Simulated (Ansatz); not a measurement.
B₂H₆SSi (`BB([SiH3])S`) from Hartree–Fock to CCSD(T)

```tsv
atom	x (Å)	y (Å)	z (Å)
B1	-0.5277	0.1408	-1.5838
B2	-0.4352	0.1671	0.0488
Si3	1.2716	-0.4462	0.9494
S4	-1.6968	0.6873	1.1739
H5	-0.1771	1.0757	-2.2481
H6	-0.8994	-0.8329	-2.1770
H7	1.1764	-0.3501	2.4323
H8	2.4177	0.3873	0.4924
H9	1.5610	-1.8602	0.5828
H10	-2.6906	1.0311	0.3292
```

Total charge 0; spin multiplicity 1. All single points use the PBE0-D4/def2-TZVP geometry. It is one conformer, not always the lowest. Frozen core, restricted reference, the Gaussian-basis code of Ansatz. CBS rows extrapolate triple and quadruple zeta; past MP2 they add the triple-zeta difference.

```
     basis     HF (Eh)  MP2 corr.
  def2-SVP  -739.05222   -0.39874
def2-TZVPP  -739.34732   -0.50277
def2-QZVPP  -739.36967   -0.53999
```

(1) Estimate the CCSD correlation energy and the (T) correction in each basis where they were run (hartree).

Results:

(1) 
```tsv
basis	CCSD corr.	(T)
def2-SVP	-0.46487	-0.01430
def2-TZVPP	-0.56774	-0.02357
CBS(def2)	-0.63252	as TZ
```
